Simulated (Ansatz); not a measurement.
Mulliken charges of C2H6GeO, SMILES `C[C](=O)[GeH3]` from ωB97M-V/def2-TZVPP in Ansatz (PBE0-D4/def2-TZVP geometry).

```
atom   x (Å)   y (Å)   z (Å)  charge (e)
  C1  -0.389   1.097  -0.939      -0.283
  C2  -0.253  -0.370  -0.642       0.096
  O3  -0.571  -1.223  -1.428      -0.253
 Ge4   0.495  -0.895   1.158       0.017
  H5   0.589   1.580  -0.857       0.119
  H6  -1.035   1.564  -0.189       0.119
  H7  -0.801   1.250  -1.937       0.118
  H8   0.557  -2.424   1.227       0.032
  H9  -0.408  -0.341   2.275       0.018
 H10   1.899  -0.289   1.334       0.018
```

Task: By hand: the dipole of these point charges (1 e Å = 4.8032 D).

Result: Σ q r = (0.136, 0.381, 0.336) e Å, of length 0.526 e Å = 2.53 D.

Task: How does the dipole of the full density compare? (Best estimate.)

Result: The calculation gave: (0.099, 0.429, 0.249) e Å, 2.43 D; the point charges give 1.04 times that, at 12° from its direction.

Point charges leave out the atoms' own dipoles, such as those of lone pairs, and Mulliken's split depends on the basis, so the close match here is no proof of good charges.
